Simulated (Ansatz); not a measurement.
Start from `F[SiH2]OC[SiH3]` and change one atom or group to get `F[SiH2]O[SiH2]Cl`.

Ansatz, PBE0-D4/def2-TZVP geometries, multiplicity 1. Each molecule was computed in one conformer, which needn't be the lowest.

```tsv
property	`F[SiH2]OC[SiH3]`
size of the dipole moment (ωB97M-V/def2-TZVPP) / D	1.24
HOMO energy (PBE/def2-TZVPP) / eV	-7.09
LUMO energy (PBE0/def2-TZVPP) / eV	0.38
HOMO–LUMO gap (PBE0/def2-TZVPP) / eV	8.88
LUMO energy (B3LYP/def2-TZVPP) / eV	0.14
size of the dipole moment (B3LYP/def2-TZVPP) / D	1.24
```

Problem. What does the change do to each property? (Estimate.)

Solution. The calculation gave: 
| property | `F[SiH2]O[SiH2]Cl` | shift |
| --- | --- | --- |
| size of the dipole moment (ωB97M-V/def2-TZVPP) / D | 1.33 | 0.09 |
| HOMO energy (PBE/def2-TZVPP) / eV | -7.65 | -0.56 |
| LUMO energy (PBE0/def2-TZVPP) / eV | 0.16 | -0.22 |
| HOMO–LUMO gap (PBE0/def2-TZVPP) / eV | 9.20 | 0.32 |
| LUMO energy (B3LYP/def2-TZVPP) / eV | -0.04 | -0.18 |
| size of the dipole moment (B3LYP/def2-TZVPP) / D | 1.36 | 0.12 |

With PBE0 the HOMO falls by 0.53 eV and the LUMO falls by 0.22 eV, so the gap widens by about 0.31 eV. PBE moves the HOMO by -0.56 eV and ωB97M-V by -0.46 eV. Dipoles are sizes alone; their direction can turn.

B3LYP here is the variant with VWN-RPA as its local correlation; programs differ in this.
